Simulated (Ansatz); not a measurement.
Isolated molecules relaxed with PBE0-D4/def2-TZVP in Ansatz; ΔE leaves out vibrations. CBS: MP2 limit from def2 TZ/QZ plus the TZ coupled-cluster correction, frozen cores. Functionals use def2-TZVPP. B3LYP here is the variant with VWN-RPA as its local correlation; programs differ in this. For Ge outer-core shells are correlated without core-valence functions, which leaves a few kJ/mol of doubt a bond. Scalar relativity is left out up to krypton. One conformer a species, not always the lowest.

`C[O][GeH]([CH3])[SH]` → dimethyl ether + `[SH][GeH]`  (germylene formation by 1,1-elimination)

| level | ΔE (kcal/mol) |
| --- | --- |
| r2SCAN-D4 | 52.0 |
| PBE0 | 47.8 |
| B3LYP | 40.8 |
| CCSD(T)/def2-TZVPP | 53.6 |

Q: What does CCSD(T)/CBS give? (Best estimate.)

A: The calculation gave: +51.7 kcal/mol. The listed levels differ from it by 0.3, -3.9, -10.9, 1.9 kcal/mol.

Largest T1 diagnostic among the species: 0.015.

The D4 term adds +4.5 kcal/mol with B3LYP and +2.6 kcal/mol with PBE0; it sums over pairs of atoms, weighted by their polarisabilities, and B3LYP, whose exchange is more repulsive, gets the larger term. From PBE to PBE0 (25 % exact exchange), in def2-TZVPP and without D4, ΔE moves by +4.3 kcal/mol.
